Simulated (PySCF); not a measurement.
Problem. Give a PBE0-D3(BJ)/def2-SVP geometry of `[Si@@H](P)(O)N=C`.

Solution. 
```xyz
11
CH6NOPSi angstrom
C     -1.431   -1.260    0.632
N     -0.684   -0.249    0.754
Si     0.056    0.654   -0.553
O     -0.286    2.259   -0.317
P      2.279    0.242   -0.527
H     -1.843   -1.767    1.525
H     -1.727   -1.711   -0.340
H     -0.481    0.308   -1.903
H     -0.208    2.575    0.589
H      2.303    0.077    0.893
H      2.062   -1.152   -0.768
```

Orientation and origin are arbitrary. Atoms count from 1 in this order. P5 (three-coordinate phosphorus) is pyramidal (angles 93.3°, 92.8° and 91.5°, sum 277.6°, 0.88 Å off the plane of its three neighbours). N2 (C=N nitrogen) is bent (angle 126.2°). Si3 (oxygen-bound silicon) is distorted tetrahedral (angles from 106.2° to 113.7°).

Bonds between heavy atoms (Å): C1=N2 1.262, N2–Si3 1.752, Si3–O4 1.658, Si3–P5 2.261.

Computed, not measured: PBE0-D3(BJ)/def2-SVP geometry optimisation, gas phase in PySCF.

Point group: C1 (no symmetry element, even within 0.4 Å). Whether it is a minimum is left open (no frequencies). The numbers are those of one conformer (C1–N2–Si3–O4 129°, N2–Si3–O4–H 43°, N2–Si3–P5–H -32° and 62°).
